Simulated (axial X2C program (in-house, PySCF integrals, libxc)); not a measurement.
## Correcting the dissociation energy of SrCl⁺ for spin–orbit coupling

A spin-free CCSD(T) curve (one-electron X2C) was computed with an in-house all-electron X2C program for linear molecules (integrals from PySCF), basis Sr dyall-cv3z [13s12p8d5f1g], Cl dyall-av3z [9s8p3d2f] (cores contracted in-house), for the state M_S = 0, Λ = 0 (closed shell). It gives D0 = 4.275 eV to Sr+ + Cl, which in a spin-free picture are the weighted means of the ground terms.

Correlated methods: 8 electrons correlated (number of frozen shells: Sr 4 s, 3 p, 1 d; Cl 2 s, 1 p), 262 virtual spin orbitals or spinors in MP2, 88 natural virtuals in coupled cluster.

Measured levels of the ground terms (NIST Handbook of Basic Atomic Spectroscopic Data), in cm⁻¹: Sr+ 2S: J = 1/2 at 0; Cl 2P: J = 3/2 at 0, J = 1/2 at 882.4.

The molecular state has Λ = 0, so it has no first-order lowering.

Problem. How far does each ground level lie under the (2J+1)-weighted mean of its term?

Solution. Sr+: a single level, 0; Cl: (4 × 0 + 2 × 882.4)/6 = 294 cm⁻¹.

Problem. Correct D0.

Solution. D0 = 4.275 + (0 − 294)/8065.5 = 4.239 eV at CCSD(T) with these spin–orbit terms. The direct two-component run gives 4.241 eV; the difference holds second-order terms in the molecule, scalar two-electron terms, the gap between measured and computed atomic splittings (a 2c atom can miss part of its lowering) and, in coupled cluster, the truncation of each run.

Second-order spin–orbit effects in the molecule, which grow quickly with Z, are left out. The state is one determinant whose occupation by symmetry is held fixed; it was picked as the lowest of a PBE0 search that is not exhaustive. Dissociation energies refer to the lowest single-determinant-based atoms at the same level and basis. CCSD and (T) use frozen natural virtuals with an MP2 correction for the truncation; (T) itself is uncorrected, so its De runs slightly low. The outer-core s and p shells of the metal are frozen in the correlated rows, which leaves out core–valence correlation; for alkali and alkaline-earth bonds that tends to lengthen them. With the outer-core shells frozen, correlated bond lengths of heavy atoms tend to come out a few hundredths of an ångström too long.
